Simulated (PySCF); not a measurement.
Compound: Si(vinyl)2(OMe)2, C6H12O2Si.
SMILES: `C=C[Si](C=C)(OC)OC`

The closed-shell ground state was solved at several levels (PySCF, density fitting, gas phase, non-relativistic). Geometry: PBE0-D3(BJ)/def2-SVP, one conformer, isolated molecule.

| level | basis functions | HOMO (eV) | LUMO (eV) | gap (eV) | dipole (D) |
| --- | --- | --- | --- | --- | --- |
| wB97X-D/pcSseg-1 | 220 | -9.56 | 1.29 | 10.85 | 1.56 |
| PBE0/pcSseg-1 | 220 | -7.67 | -0.53 | 7.14 | 1.53 |

Estimate the row for CAM-B3LYP/def2-SVPD, a basis of 286 functions; the other rows only guide the guess.

HOMO -9.11 eV, LUMO 0.54 eV, gap 9.65 eV, dipole 1.49 D.

Over all these levels, which gives the widest orbital gap and which the narrowest?

wB97X-D/pcSseg-1 (range-separated hybrid) has the widest, 10.85 eV, and PBE0/pcSseg-1 (global hybrid, 25 % exact exchange) the narrowest, 7.14 eV. The two share the basis. From the narrowest to the widest the HOMO moves by -1.89 eV and the LUMO by +1.82 eV.

How far do the dipole and the HOMO energy spread over the levels?

The dipole runs from 1.49 to 1.56 D (mean 1.52 D) and the HOMO from -9.56 to -7.67 eV.
